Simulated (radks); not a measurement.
Valence configurations of the beryllium ion Be+ (all share [He]). All-electron calculation, scalar-relativistic Kohn-Sham, r2SCAN, spin-polarised, spherical densities, finite nucleus; open shells are filled with parallel spins first; meta-GGA in the generalised Kohn-Sham scheme; Fermi nuclear charge, rms radius 2.519 fm. Program: a radial shooting solver on a logarithmic mesh with Libxc functionals. Energies are relative to 2s1; eigenvalues in eV for spin up.

valence      E (eV)  moment (Bohr magnetons)    e(2p)    e(2s)
2s1           0.000                        1        -  -14.621
2s0.5 2p0.5   2.254                        1  -10.175  -14.662
2p1           4.455                        1  -10.230        -

NIST lists [He] 2s1 as the ground configuration; this level of theory agrees among the configurations tried. The energies are those of spherical high-spin densities, not of single terms.
